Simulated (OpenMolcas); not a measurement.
Cr3+ among 5 point charges of -1 e arranged as a trigonal bipyramid (D3h), 2.18 Å from the ion, with the axial distance 2.027 Å.

```yaml
Program: OpenMolcas 26.06
Method: CASSCF
Basis: ANO-RCC-VTZP [6s5p3d2f1g]
Scalar_Hamiltonian: DKH2, point nucleus
Active_space: 3 electrons in 5 orbitals (3d)
State_averaging: 2S+1 = 4 even, 10 roots; 2S+1 = 2 even, 40 roots
Spin-orbit_coupling: RASSI with atomic mean-field integrals over the reference wave functions
```

Problem. What is the spin-free ground state (labels of D3, the rotations of D3h)?

Solution. 4E, 2-fold in its orbital part, 100 % from free-ion F terms; it has the highest spin that d3 allows.

Problem. Where is the first state of the same spin?

Solution. 4E at 695 cm-1 above the ground state.

Problem. What are the lowest two levels with spin-orbit coupling?

Solution. A 2-fold level E1/2 with g = 0.16, 0.16, 1.85, then a 2-fold level E3/2 140.6 cm-1 above it. Their leading multiplicities are 4 (100 %) and 4 (100 %).

Problem. What is χT at 300 K, and how does it compare with the textbook value?

Solution. The lowest level has 2S+1 = 4, for which the spin-only value is χT = S(S+1) / 2 = 1.875 cm3 K/mol (g = 2). The computed 1.128 at 300 K differs by -0.747, through orbital momentum, spin-orbit coupling and any other state in reach.

An orbital doublet at a regular site is open to a Jahn-Teller distortion, which this geometry leaves out. Without dynamic correlation the repulsion within the d shell is too large (B by tens of per cent), so at a given field states of lower spin stand too high. The ground term spreads over less than 5000 cm-1, several times less than with real ligands, so orbital moments are less quenched and χT lies further from the spin-only value than at real sites. Point charges carry no covalency, so the field is a model and not that of real ligands. No measured value stands beside these numbers.
